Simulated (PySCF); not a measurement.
Gas-phase reaction: 2 GeO = Ge₂O₂

Energies from PySCF (xtb for GFN2), thermal terms from the rigid-rotor harmonic-oscillator model, ideal gas at 1 bar. † marks an energy on the PBE0/def2-TZVP geometry and frequencies; other levels use their own. 6-31G* has spherical d functions here. All species are closed-shell singlets. B3LYP is the form with VWN-RPA correlation. Ge: all electrons, no relativistic terms. Ge₂O₂: computed as isolated molecules; such fragments, hydroxides, amides, oligomers or adducts are transient or little studied in the gas.

PBE/def2-TZVP† gives ΔH°(298 K) = -201 kJ.

Q: What do BLYP/def2-TZVP†, B3LYP/6-31G*, GFN2-xTB give?

A: BLYP/def2-TZVP†: -164 kJ; B3LYP/6-31G*: -198 kJ; GFN2-xTB: -111 kJ. For scale, ΔH°(298 K) is -201 kJ at this level, -241 kJ at ωB97M-V/def2-TZVP†, and runs from -281 to -111 kJ over the 20 levels computed.
